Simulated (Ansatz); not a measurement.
## Which is lower?

The two ends of one reaction step of GeNH$_{6}$Br, closed shell (PBE0-D4/def2-TZVP).

A:

```xyz
9
angstrom
Ge -0.7789 0.0091 -0.7829
Br 2.6915 0.0501 -0.4868
H -0.3193 -1.2606 -1.4805
H -2.2757 -0.0249 -0.4270
H -0.3619 1.3291 -1.4104
H 1.1732 -0.0004 0.6295
N 0.0892 -0.0231 0.9485
H -0.0982 -0.8649 1.4843
H -0.1199 0.7857 1.5255
```

B:

Ge1  (-0.397, 0.361, -1.466)
Br2  (1.658, 1.310, -0.947)
H3  (-0.261, -1.157, -1.375)
H4  (-1.449, 0.951, -0.529)
H5  (-0.657, 0.797, -2.918)
H6  (1.011, -1.057, 1.475)
N7  (0.142, -0.543, 1.563)
H8  (-0.427, -1.025, 2.248)
H9  (0.380, 0.363, 1.948)
(Å)

Program: Ansatz 0.2.0. Basis: def2-TZVPP. Cores are frozen in the correlated methods. Filled d shells of the heavier atoms are correlated. The def2 sets are not built for correlating such inner shells, so the correlated values are less sure here. B3LYP uses VWN-RPA correlation.

Task: Which structure is lower at CCSD(T), and by how much? (To be estimated.)

Result: By the calculation: B, by 14.62 kcal/mol (electronic energy, against the other). By their contacts, A is a complex of GeNH₆ ([NH3][GeH3]) + Br and B is a complex of GeH₃Br ([GeH3][Br]) + NH₃.

All methods give the same order:

```tsv
method	E(B) − E(A) (kcal/mol)
SPW92	-5.26
PBE-D4	-11.32
BLYP-D4	-12.38
r2SCAN-D4	-11.59
B97M-V	-15.65
PBE0-D4	-12.23
B3LYP-D4	-13.01
r2SCAN0-D4	-12.32
BHLYP-D4	-14.13
CAM-B3LYP-D4	-12.56
wB97X-V	-13.98
wB97M-V	-14.28
B2PLYP	-13.59
PBE-QIDH	-12.87
RPA on PBE	-16.37
HF	-18.13
MP2	-13.41
CCSD	-15.36
CCSD(T)	-14.62
```

No T1 diagnostic of these runs exceeds 0.010.

Labels in which every atom is bracketed show which atoms are joined, not bond orders.

For scale, one of the runs: CCSD(T)/def2-TZVPP, 211 basis functions, launched by `ansatz run in.yaml --threads 4 --pin off --events-out ev --progress --plain --max-ram 9574MiB`. Hardware: 4 CPU threads of an Arm Neoverse V1, shared host. Wall time 2.6 min; peak host memory 3 GiB.
